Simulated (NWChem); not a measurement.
Si2H3Cl2F; SMILES [Si@H]([SiH2]Cl)(Cl)F

```xyz
8

F      1.8225    -0.8547    -0.4624
Si     0.4517    -0.8046     0.4025
Cl    -0.6205    -2.5227     0.0099
Si    -0.8557     0.9927    -0.3262
Cl     0.1298     2.7556     0.1480
H      0.8243    -0.7894     1.8402
H     -1.0563     0.9178    -1.8005
H     -2.1749     0.9723     0.3676
```
Atoms are numbered in this order, from 1.

Coordinates come from a PBE0/def2-SVP optimisation.

Task: List the 4 lowest vertical singlet excitations from PBE0/def2-SVP, TDA (NWChem).

Result: 
| state | energy (eV) | oscillator strength | leading excitation (squared amplitude) |
|---|---|---|---|
| S1 | 6.17 | 0.029 | HOMO → LUMO (0.97) |
| S2 | 6.66 | 0.036 | HOMO → LUMO+1 (0.96) |
| S3 | 6.87 | 0.001 | HOMO−1 → LUMO (0.97) |
| S4 | 7.41 | 0.000 | HOMO−2 → LUMO (0.91) |
